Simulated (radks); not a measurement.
Ionisation of neutral europium, [Xe] 4f7 6s2, to [Xe] 4f7 6s1 as the strength of local exchange is varied. Method: scalar-relativistic Kohn-Sham, Slater X-alpha exchange (alpha = 2/3 is LDA exchange), no correlation, spin-polarised, spherical densities, finite nucleus; open shells are filled with parallel spins first (spin-orbit coupling, left out, can overturn this in heavy ions); Fermi nuclear charge, rms radius 5.1115 fm; computed with a radial shooting solver on a logarithmic mesh with Libxc functionals.

alpha  E(Eu) (hartree)  exchange (hartree)  IE (eV)  -e of the level emptied (eV)  <r> of it (bohr)
0.593      -10804.6800           -202.8787    4.477                    2.475 (6s)             4.580
0.642      -10821.5193           -220.0184    4.658                    2.665 (6s)             4.516
0.667      -10830.1218           -228.7842    4.753                    2.766 (6s)             4.484
0.963      -10932.5371           -333.6517    5.994                    4.092 (6s)             4.119
0.991      -10942.2781           -343.6742    6.121                    4.229 (6s)             4.087

NIST Atomic Spectra Database: 5.670 eV (measured). The Delta-SCF value meets it near alpha = 0.89. Open shells are spherical and high-spin; term and fine-structure splittings are not resolved. Spin-orbit splitting is averaged out at the scalar-relativistic level.
